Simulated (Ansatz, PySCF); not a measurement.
Gas-phase reaction in SMILES: OCC(F)(F)F [2,2,2-trifluoroethanol] -> COC(F)(F)F [trifluoro(methoxy)methane]
Each molecule is optimised on its own at B3LYP-D3(BJ)/def2-TZVP (Ansatz, a first-principles code), one conformer each, not searched for the lowest.

Wanted: isomerisation energy (enthalpy at 298 K, with B3LYP-D3(BJ) rigid-rotor harmonic-oscillator terms from PySCF), in kJ/mol. Valence correlation only, unless marked. No spin-orbit coupling. No relativistic terms. Basis-set limits of correlation are two-point, X^-3; Hartree-Fock from the larger set. The bracket is a focal-point correction in the basis named.

```
level                                                     program  isomerisation energy (kJ/mol)
-------------------------------------------------  --------------  -----------------------------
PBE-D3(BJ)/def2-TZVPD                              Ansatz + dftd3                           -0.8
r2SCAN-D4/def2-TZVPD                               Ansatz + dftd4                            ___
B3LYP-D3(BJ)/def2-TZVPD                            Ansatz + dftd3                            ___
TPSSh-D3(BJ)/def2-TZVPD                             PySCF + dftd3                          -10.2
CCSD/cc-pVTZ                                               Ansatz                            ___
RI-MP2/CBS(cc-pVTZ,cc-pVQZ)+[CCSD(T)-MP2]/cc-pVTZ          Ansatz                            0.1
```

Question: Complete the blanks.

Answer: 
- r2SCAN-D4/def2-TZVPD, isomerisation energy (kJ/mol): -7.1
- B3LYP-D3(BJ)/def2-TZVPD, isomerisation energy (kJ/mol): -3.3
- CCSD/cc-pVTZ, isomerisation energy (kJ/mol): -5.0
